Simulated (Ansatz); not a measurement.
C$_{2}$H$_{6}$OSSi, SMILES `CC(=S)[SiH2]O`. Charge 0, multiplicity 1.

Cartesian coordinates in Å:
```
C 1.2781 -0.3489 1.0722
C 0.1634 -0.6009 0.1206
S -0.3091 -2.0880 -0.3228
Si -0.7803 0.8601 -0.6372
O -1.9389 0.2733 -1.6272
H 2.0401 0.2772 0.5932
H 1.7355 -1.2734 1.4256
H 0.9099 0.2279 1.9288
H 0.1930 1.7066 -1.3771
H -1.3645 1.6615 0.4706
H -1.9272 -0.6955 -1.6466
```

Give the diagnostics of a CCSD(T)/def2-TZVPP run (frozen core, Ansatz). (An estimate is asked.)

Ansatz gave: T1 = 0.0151, largest single amplitude 0.040, largest double 0.110, (T) share of the correlation energy 4.3 %, 10 CCSD cycles. The RHF solution is unstable towards an unrestricted one. T1 lies under the customary mark of 0.02 for closed shells.
